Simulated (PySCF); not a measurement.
## Basis-set dependence of population analyses: `COC(=O)C(C)C`

C5H10O2.
Numbering: `[CH3:1][O:2][C:3](=[O:4])[CH:5]([CH3:6])[CH3:7]` (hydrogens: H8, H9, H10 on C1; H11 on C5; H12, H13, H14 on C6; H15, H16, H17 on C7)

PBE0 throughout (PySCF), one geometry, spherical d and f functions. The structure is a single PBE0-D3(BJ)/def2-SVP conformer in the gas phase; no vibrational or solvent corrections. Atoms taken as equivalent share a column and are averaged. The first 7 of 9 kinds of atom are listed.

Mulliken charges (e):

| basis | functions | C1 | O2 | C3 | O4 | C5 | C6/C7 | H8/H9/H10 |
| --- | --- | --- | --- | --- | --- | --- | --- | --- |
| STO-3G | 45 | -0.133 | -0.195 | +0.237 | -0.243 | -0.074 | -0.230 | +0.097 |
| pcSseg-0 | 83 | -0.330 | -0.644 | +0.749 | -0.496 | -0.581 | -0.567 | +0.242 |
| 6-31G | 83 | -0.251 | -0.512 | +0.550 | -0.427 | -0.237 | -0.477 | +0.193 |
| 6-31G* | 118 | -0.288 | -0.462 | +0.627 | -0.456 | -0.245 | -0.522 | +0.191 |
| cc-pVDZ | 148 | +0.059 | -0.277 | +0.271 | -0.261 | -0.230 | -0.033 | +0.056 |
| def2-SVP | 148 | +0.116 | -0.336 | +0.238 | -0.251 | -0.220 | -0.032 | +0.055 |
| pcSseg-1 | 169 | -0.040 | -0.469 | +0.518 | -0.411 | -0.399 | -0.222 | +0.122 |
| 6-311+G(2d,p) | 249 | -0.199 | -0.319 | +0.371 | -0.466 | +0.209 | -0.573 | +0.161 |
| aug-cc-pVDZ | 251 | +0.833 | -0.566 | +0.930 | -0.573 | -0.804 | +0.769 | -0.170 |
| def2-TZVP | 277 | -0.230 | -0.230 | +0.284 | -0.332 | -0.010 | -0.379 | +0.137 |

IAO charges (e):

```csv
basis,functions,C1,O2,C3,O4,C5,C6/C7,H8/H9/H10
STO-3G,45,-0.262,-0.187,+0.264,-0.252,-0.165,-0.388,+0.141
pcSseg-0,83,-0.230,-0.322,+0.466,-0.433,-0.167,-0.416,+0.157
6-31G,83,-0.252,-0.321,+0.463,-0.438,-0.141,-0.429,+0.163
6-31G*,118,-0.211,-0.342,+0.518,-0.461,-0.143,-0.409,+0.151
cc-pVDZ,148,-0.209,-0.338,+0.513,-0.455,-0.142,-0.408,+0.150
def2-SVP,148,-0.200,-0.337,+0.512,-0.456,-0.143,-0.398,+0.147
pcSseg-1,169,-0.208,-0.344,+0.517,-0.467,-0.144,-0.407,+0.152
"6-311+G(2d,p)",249,-0.219,-0.348,+0.527,-0.475,-0.145,-0.421,+0.156
aug-cc-pVDZ,251,-0.218,-0.346,+0.525,-0.474,-0.143,-0.420,+0.155
def2-TZVP,277,-0.217,-0.349,+0.531,-0.475,-0.146,-0.421,+0.155
```

Hirshfeld charges (e):

| basis | functions | C1 | O2 | C3 | O4 | C5 | C6/C7 | H8/H9/H10 |
| --- | --- | --- | --- | --- | --- | --- | --- | --- |
| STO-3G | 45 | +0.043 | -0.113 | +0.155 | -0.207 | +0.012 | -0.040 | +0.025 |
| pcSseg-0 | 83 | -0.029 | -0.099 | +0.210 | -0.252 | -0.009 | -0.106 | +0.047 |
| 6-31G | 83 | -0.019 | -0.121 | +0.208 | -0.266 | -0.009 | -0.101 | +0.049 |
| 6-31G* | 118 | -0.019 | -0.109 | +0.206 | -0.267 | -0.013 | -0.101 | +0.047 |
| cc-pVDZ | 148 | -0.035 | -0.087 | +0.207 | -0.247 | -0.024 | -0.111 | +0.045 |
| def2-SVP | 148 | -0.036 | -0.092 | +0.216 | -0.253 | -0.024 | -0.115 | +0.047 |
| pcSseg-1 | 169 | -0.036 | -0.098 | +0.217 | -0.253 | -0.028 | -0.117 | +0.048 |
| 6-311+G(2d,p) | 249 | -0.034 | -0.105 | +0.205 | -0.253 | -0.038 | -0.115 | +0.050 |
| aug-cc-pVDZ | 251 | -0.042 | -0.102 | +0.210 | -0.249 | -0.038 | -0.123 | +0.051 |
| def2-TZVP | 277 | -0.039 | -0.101 | +0.209 | -0.253 | -0.034 | -0.119 | +0.050 |

ESP-fitted charges (e):

```json
{"basis": "STO-3G", "functions": "45", "C1": "-0.337", "O2": "-0.240", "C3": "+0.588", "O4": "-0.388", "C5": "+0.144", "C6/C7": "-0.430", "H8/H9/H10": "+0.142"}
{"basis": "pcSseg-0", "functions": "83", "C1": "-0.268", "O2": "-0.444", "C3": "+0.849", "O4": "-0.584", "C5": "+0.215", "C6/C7": "-0.549", "H8/H9/H10": "+0.159"}
{"basis": "6-31G", "functions": "83", "C1": "-0.191", "O2": "-0.456", "C3": "+0.854", "O4": "-0.585", "C5": "+0.107", "C6/C7": "-0.401", "H8/H9/H10": "+0.137"}
{"basis": "6-31G*", "functions": "118", "C1": "-0.236", "O2": "-0.325", "C3": "+0.631", "O4": "-0.496", "C5": "+0.243", "C6/C7": "-0.479", "H8/H9/H10": "+0.134"}
{"basis": "cc-pVDZ", "functions": "148", "C1": "-0.207", "O2": "-0.309", "C3": "+0.599", "O4": "-0.480", "C5": "+0.222", "C6/C7": "-0.420", "H8/H9/H10": "+0.124"}
{"basis": "def2-SVP", "functions": "148", "C1": "-0.189", "O2": "-0.340", "C3": "+0.661", "O4": "-0.508", "C5": "+0.195", "C6/C7": "-0.402", "H8/H9/H10": "+0.122"}
{"basis": "pcSseg-1", "functions": "169", "C1": "-0.197", "O2": "-0.365", "C3": "+0.687", "O4": "-0.534", "C5": "+0.246", "C6/C7": "-0.453", "H8/H9/H10": "+0.129"}
{"basis": "6-311+G(2d,p)", "functions": "249", "C1": "-0.298", "O2": "-0.309", "C3": "+0.637", "O4": "-0.518", "C5": "+0.299", "C6/C7": "-0.508", "H8/H9/H10": "+0.150"}
{"basis": "aug-cc-pVDZ", "functions": "251", "C1": "-0.285", "O2": "-0.310", "C3": "+0.656", "O4": "-0.523", "C5": "+0.272", "C6/C7": "-0.482", "H8/H9/H10": "+0.145"}
{"basis": "def2-TZVP", "functions": "277", "C1": "-0.282", "O2": "-0.306", "C3": "+0.631", "O4": "-0.515", "C5": "+0.306", "C6/C7": "-0.508", "H8/H9/H10": "+0.144"}
```

Some averages cover members that differ in this geometry, most widely: H8/H9/H10, Mulliken in aug-cc-pVDZ -0.304 to -0.098; C6/C7, ESP-fitted in pcSseg-0 -0.626 to -0.472; C6/C7, ESP-fitted in 6-31G -0.463 to -0.339; C6/C7, ESP-fitted in STO-3G -0.489 to -0.371 e.

Task: Which scheme is steadiest as the basis changes?

Result: Largest range over the bases for any column: Hirshfeld 0.09 e, ESP-fitted 0.27 e, IAO 0.27 e, Mulliken 1.34 e. Hirshfeld charges move least and Mulliken charges most, counted in e. Without the minimal STO-3G basis the ranges are Hirshfeld 0.03, ESP-fitted 0.25, IAO 0.07, Mulliken 1.34 e.

Task: How much do the charges still move between the two largest bases, aug-cc-pVDZ and def2-TZVP?

Result: At most, over all atoms: Mulliken 1.163 e, IAO 0.006 e, Hirshfeld 0.005 e, ESP-fitted 0.034 e.

Task: What do the same runs give for the total energy, the frontier levels and the dipole moment?

Result: 
| basis | energy (Eh) | HOMO (eV) | LUMO (eV) | μ (D) |
| --- | --- | --- | --- | --- |
| STO-3G | -342.2080 | -4.18 | 3.90 | 1.13 |
| pcSseg-0 | -345.8067 | -7.94 | 0.34 | 1.68 |
| 6-31G | -346.5020 | -7.70 | 0.44 | 1.70 |
| 6-31G* | -346.6109 | -7.54 | 0.72 | 1.74 |
| cc-pVDZ | -346.6369 | -7.58 | 0.64 | 1.71 |
| def2-SVP | -346.3646 | -7.73 | 0.53 | 1.73 |
| pcSseg-1 | -346.5806 | -7.86 | 0.38 | 1.82 |
| 6-311+G(2d,p) | -346.7207 | -7.88 | 0.09 | 1.86 |
| aug-cc-pVDZ | -346.6601 | -7.85 | -0.14 | 1.87 |
| def2-TZVP | -346.7495 | -7.84 | 0.34 | 1.86 |

The dipole is fixed by the density alone, so its range of 0.74 D shows that the density itself changes with the basis, not only its division among atoms.
